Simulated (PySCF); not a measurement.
# Radial density of Ca (calcium, neutral)

UHF, [Ar] 4s2, closed-shell 1S. All numbers are calculated (PySCF 2.14, the spin-free X2C one-electron Hamiltonian (Gaussian nucleus), in aug-cc-pVQZ-X2C).

```tsv
r (bohr)	4πr²ρ (e/bohr)
0.00100	0.08398
0.00169	0.2207
0.00284	0.5705
0.00478	1.434
0.00804	3.436
0.0135	7.573
0.0228	14.48
0.0383	21.83
0.0644	22.79
0.108	17.38
0.182	21.01
0.306	23.04
0.515	8.414
0.867	7.289
1.46	4.966
2.45	0.8788
4.12	0.5227
6.94	0.1015
11.7	0.001570
```

Densities and radii are taken from the X2C orbitals without a picture-change correction, which distorts them close to the nucleus.
